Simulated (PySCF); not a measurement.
## Shifts of the heteroatoms

Geometry:
```tsv
atom	x (Å)	y (Å)	z (Å)
O1	1.585	-0.299	1.750
C2	1.038	-0.443	0.698
C3	-0.447	-0.359	0.472
O4	-0.909	-0.885	-0.763
C5	-1.560	0.338	-1.131
C6	-0.976	1.047	0.093
F7	-1.878	1.564	0.964
C8	1.860	-0.685	-0.606
F9	1.522	0.206	-1.553
F10	3.165	-0.543	-0.384
F11	1.664	-1.904	-1.105
H12	-0.974	-0.780	1.339
H13	-2.647	0.241	-1.100
H14	-1.229	0.701	-2.104
H15	-0.218	1.811	-0.096
```

Level of theory: PBE0/pcSseg-1 with gauge-including orbitals, geometry: GFN2-xTB, in PySCF 2.14 (equivalent nuclei averaged, one conformer, relativity neglected, gas phase).

Problem. Where does $^{19}$F resonate?

Solution. 
```csv
atoms,environment,σ (ppm),δ (ppm)
F9/F10/F11,fluorine of a CF3 group,261.8,-75.6
F7,fluorine on an sp3 carbon,360.6,-164.8
```

Shieldings were converted by a linear fit to measured shifts: $^{19}$F: δ = 146.13 − 0.903σ +14.6 on sp3 carbon (rms 6.0 ppm, 223 shifts, 7.0 ppm with the 5 outliers that the fit left out vs CFCl3, solution or neat liquid). A few per cent of atoms miss by over 2 rms, more outside the fitted compound classes.

On a 400 MHz spectrometer $^{19}$F resonates near 376.4 MHz, so 1 ppm is 376.4 Hz.

Problem. Where does $^{17}$O resonate?

Solution. 
```json
{"atoms": "O1", "environment": "ketone oxygen", "σ (ppm)": "-332.3", "δ (ppm)": "569.4"}
{"atoms": "O4", "environment": "ether oxygen", "σ (ppm)": "322.6", "δ (ppm)": "-27.1"}
```

Shieldings were converted by a linear fit to measured shifts: $^{17}$O (scatter 10.7 ppm rms, 12.2 ppm with the 3 outliers that the fit left out vs liquid water, solution or neat liquid). Occasional misses reach two or three times the rms, and more in compound classes unlike the fitted ones.

On a 400 MHz spectrometer $^{17}$O resonates near 54.2 MHz, so 1 ppm is 54.2 Hz.
